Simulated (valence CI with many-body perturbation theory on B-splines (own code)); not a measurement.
# Os⁵⁺: magnetic and hyperfine properties of the levels

Computed by valence CI with perturbative core correlation (CI+MBPT): three valence electrons over a frozen Dirac-Fock core [Xe] 4f14, a basis of 9 s, 9 p, 10 d, 8 f, 5 g, 3 h, 1 i functions for each j, with the one-electron correlation potential Σ1, the two-electron term Σ2, the three-electron term Σ3, Breit, model QED; selected CI, second order for the rest, scaled by the run's own slope (own B-spline code, finite nucleus).

Set against measurement, 68 paired levels are off by 1430 cm⁻¹ on average, the worst by 5347. 1 measured level below the end of the list, from 220745 cm⁻¹ on, found no clear computed partner.

A/g_I is the dipole constant over the nuclear g factor μ/I (μ in nuclear magnetons, uniformly magnetised nucleus), B/Q the quadrupole constant per barn. Both hold the static response of the core; the bare values leave it out. Large factors of s and p1/2 electrons are usually good to 5 to 10 %; those of open d and f shells near neutrality can be off by tens of per cent, and small factors of p3/2, d and f electrons come from cancelling terms and can be off by a factor of two or in sign, in half-filled shells by more. B is blank for J = 1/2, where it vanishes, and for nearly pure S terms. Energies count from the lowest level.

Names give the largest LS component (configuration and term), which can be under half, so a name can repeat, a term be missing and a line seem to break the LS rules; names also repeat where a configuration has a term twice. Letters in brackets count levels of one name in rising energy.

```
             Level  E (eV)      g  A/g_I (MHz)  A/g_I bare  B/Q (MHz/b)  B/Q bare
        5d3 4F_3/2   0.000  0.482         3100        2020         -878      -764
        5d3 4F_5/2   0.780  1.037          954        1150         -645      -590
        5d3 4F_7/2   1.409  1.191          415        1020         -425      -444
        5d3 4F_9/2   1.819  1.213          412        1130          158      20.3
        5d3 4P_3/2   1.854  1.392         -276         941         -794      -713
        5d3 4P_1/2   2.145  2.055        -3280       -1030                       
        5d3 2G_7/2   2.856  0.947         1260        1220          687       609
        5d3 2H_9/2   2.973  1.069          824        1100         1340      1160
        5d3 4P_5/2   3.142  1.555        -1070         324         1340      1140
    5d3 2D_3/2 [a]   3.525  1.198          365        1030        -1440     -1260
        5d3 2P_1/2   3.655  1.280         -507        -195                       
       5d3 2H_11/2   3.985  1.091          774        1120         3090      2710
    5d3 2D_5/2 [a]   4.355  1.209          452        1080         -657      -550
        5d3 2G_9/2   4.596  1.071          720         912          934       838
        5d3 2F_5/2   5.020  0.911         1230         985         1920      1650
        5d3 2P_3/2   5.067  1.186          303         872          172       203
        5d3 2F_7/2   5.113  1.132          634        1110          821       705
    5d3 2D_3/2 [b]   7.608  0.807         2010        1800         1810      1600
    5d3 2D_5/2 [b]   7.729  1.173          375         855         1190      1070
     5d2 6s 4F_3/2  12.315  0.434        -7290       -6740          305       283
     5d2 6s 4F_5/2  12.695  1.027         8300        7640          259       226
     5d2 6s 4F_7/2  13.624  1.232         6710        6460          637       519
     5d2 6s 2F_5/2  14.350  0.999         -969        -534          458       390
     5d2 6s 4P_1/2  14.439  2.568        37000       35000                       
     5d2 6s 4F_9/2  14.453  1.312         6120        6080         1480      1220
     5d2 6s 4P_3/2  14.941  1.593         7940        7860         1130       960
     5d2 6s 4P_5/2  15.012  1.321         8770        8380         -788      -743
     5d2 6s 2F_7/2  15.525  1.054        -3620       -2720         2140      1900
     5d2 6s 2D_3/2  15.540  1.007        -2020       -1530         -726      -674
     5d2 6s 2P_1/2  16.296  0.799        -4590       -4590                       
     5d2 6s 2G_9/2  16.433  1.133         6520        6080         3750      3370
     5d2 6s 2D_5/2  16.571  1.339        10400        9740        -1020      -929
     5d2 6s 2G_7/2  16.693  0.983        -4480       -3720         2720      2420
     5d2 6s 2P_3/2  17.436  1.231        -8360       -6610        -1170     -1090
     5d2 6s 2S_1/2  19.876  1.970        50300       45400                       
    5d2 6p 4G°_5/2  21.324  0.700         4500        3970          628       540
    5d2 6p 4F°_3/2  21.960  0.673          793         477         97.2       119
    5d2 6p 4G°_7/2  22.801  1.021         2460        2530          684       577
    5d2 6p 4F°_5/2  22.978  1.098         -341         172         80.5      68.7
5d2 6p 4D°_1/2 [a]  23.390  0.652        10500        9670
```

Take the isotope of mass number 187, with I = 1/2, μ = 0.06442 μN. What is the hyperfine structure of 5d3 4F_5/2?

From the table A = 123 MHz. Shifts from the centre of gravity in MHz: F = 2: -215, F = 3: 154.
